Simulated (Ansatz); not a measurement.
Relaxation of C$_{2}$H$_{9}$NOSi$_{2}$ (15 atoms, charge 0, multiplicity 1), to a largest force component of 0.02 eV/Å in at most 40 steps.

Method: Ansatz 0.2.0, RKS PBE0-D4/STO-3G.

```xyz
15
Properties=species:S:1:pos:R:3
C 0.704 -2.521 0.057
Si 1.619 -0.952 -0.342
Si 0.134 0.803 -0.755
N -0.840 1.107 0.595
C -1.649 2.119 0.441
O -2.497 2.414 1.453
H 0.062 -2.339 0.941
H 0.034 -2.734 -0.790
H 1.326 -3.306 0.274
H 2.539 -0.631 0.816
H 2.464 -1.190 -1.519
H 0.922 2.073 -0.983
H -0.730 0.545 -1.941
H -1.744 2.870 -0.347
H -2.367 1.692 2.129
```

**Question.** Where does it end, and by what steps?

**Answer.** The run converged. Limits of this set-up: minimal basis. After 19 steps the energy has fallen by 0.731 eV; H14 moved furthest, 1.30 Å.

```
step  energy less start (eV)  largest force component (eV/Å)  accepted
   0                  0.0000                           3.349       yes
   1                 -0.5836                           1.672       yes
   2                 -0.6159                           0.993       yes
   3                 -0.6695                           0.265       yes
   4                 -0.6768                           0.177       yes
   5                 -0.6477                           1.432        no
   6                 -0.6824                           0.109       yes
   7                 -0.6869                           0.237       yes
   8                 -0.6883                           0.665       yes
   9                 -0.7107                           0.102       yes
  10                 -0.7209                           0.212       yes
  11                 -0.7128                           0.862        no
  12                 -0.7257                           0.071       yes
  13                 -0.7270                           0.228       yes
  14                 -0.7262                           0.320        no
  15                 -0.7294                           0.050       yes
  16                 -0.7305                           0.058       yes
  17                 -0.7306                           0.140       yes
  18                 -0.7311                           0.073       yes
  19                 -0.7312                           0.016       yes
```

```xyz
15
Properties=species:S:1:pos:R:3
C 0.715 -2.450 0.104
Si 1.496 -0.806 -0.330
Si -0.030 0.682 -1.058
N -1.284 0.938 0.208
C -1.345 2.134 0.705
O -2.276 2.440 1.702
H -0.043 -2.334 0.885
H 0.228 -2.902 -0.765
H 1.466 -3.157 0.470
H 2.179 -0.285 0.832
H 2.492 -1.011 -1.357
H 0.593 1.940 -1.424
H -0.721 0.182 -2.226
H -0.749 3.042 0.469
H -2.743 1.538 1.814
```

Whether the end is a true minimum wasn't checked by a vibrational analysis.

Time of the run: 46 s on 1 thread of Intel(R) Xeon(R) Platinum 8488C (Sapphire Rapids) (shared host), peak memory 0.16 GiB.
